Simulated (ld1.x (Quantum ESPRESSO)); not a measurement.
## vanadium (V): variants of one RRKJ potential

Base potential:

* Element: vanadium
* Generator: ld1.x (Quantum ESPRESSO) 7.5
* Type: norm-conserving RRKJ (Kleinman–Bylander form)
* Functional: LDA (PZ)
* Relativity: scalar-relativistic
* Frozen core: [Ar]
* Valence charge: 5
* Reference configuration: 3d3 4s1.75 4p0.25
* Partial waves: 4p (bound): rc 3.95 bohr; 3d (bound): rc 1.40 bohr; 4s (bound): rc 2.50 bohr
* Local potential: the s channel
* Core correction: a·sin(br)/r model core inside 0.75 bohr
* rho0: 0.001

Cutoffs, loose and tight: the cutoffs (Ry, on a coarse ladder) from which the occupation-weighted sum of valence levels, in a spherical-Bessel basis at the reference potential, stays within 10 and 1 mRy of its value at 400 Ry. They do not see the model core or the augmentation charge, which bear on the density cutoff. Test errors are all-electron minus pseudo excitation energies from the reference, over the configurations 3d3 4s2 4p0; 3d3 4s1 4p0; 3d3 4s0 4p0; 3d4 4s0 4p0; 3d3.5 4s1.5 4p0; 3d3 4s1 4p1; 3d3 4s0 4p1 (two spin-polarised tests are not counted in the largest error). A dash means not determined; rows that change the core or the reference have their own tests. The largest error is taken over the tests solved by every variant that gives reliable tests at all: 3d3 4s0 4p0; 3d3 4s0 4p1; 3d3 4s1 4p0; 3d3 4s1 4p1; 3d3 4s2 4p0; 3d3.5 4s1.5 4p0; 3d4 4s0 4p0.

| change | outcome | cutoff, loose | cutoff, tight | bound ghosts | largest test error (meV) |
| --- | --- | --- | --- | --- | --- |
| base | generated | 80 Ry | 90 Ry | none | -364 |
| local potential all-electron potential smoothed inside 2.35 bohr (lloc = -1) | generated | 80 Ry | 90 Ry | none | -300 |
| wave 4s (bound): rc 2.50 bohr becomes 4s (bound): rc 3.30 bohr | generated | 80 Ry | 90 Ry | none | -309 |
| functional Wu–Cohen | generated | 80 Ry | 90 Ry | none | -391 |
| core correction a·sin(br)/r model core inside 1.06 bohr | generated | 80 Ry | 90 Ry | none | -361 |
| wave 4p (bound): rc 3.95 bohr becomes 4p (bound): rc 2.54 bohr | generated | 80 Ry | 90 Ry | none | -362 |
| wave 3d (bound): rc 1.40 bohr becomes 3d (bound): rc 1.12 bohr | generated | 120 Ry | 140 Ry | none | -392 |
| type PAW; waves now 4s (bound): rcut 2.15, rcutus 2.50 bohr; 4s channel at 1.25 Ry: rcut 2.15, rcutus 2.50 bohr; 4p (bound): rcut 3.45, rcutus 3.95 bohr; 4p channel at 1.85 Ry: rcut 3.45, rcutus 3.95 bohr; 3d (bound): rcut 1.20, rcutus 1.40 bohr; 3d channel at 4 Ry: rcut 1.20, rcutus 1.40 bohr; local potential all-electron potential smoothed inside 2.10 bohr (lloc = -1); augmentation BESSEL, radius 1.30 bohr; rho0 0 | generated | 50 Ry | 80 Ry | none | -129 |

**Question.** What comes out with this change to the base: all radii but the core radius scaled by about 0.85 (s 2.14, p 3.36, d 1.20 bohr)?

**Answer.** outcome: generated; cutoff, loose: 100 Ry; cutoff, tight: 120 Ry; bound ghosts: none; largest test error (meV): -363.

**Question.** What comes out with this change to the base: reference 3d3 4s2 4p0?

**Answer.** outcome: generated; cutoff, loose: 80 Ry; cutoff, tight: 90 Ry; bound ghosts: none; largest test error (meV): -538.
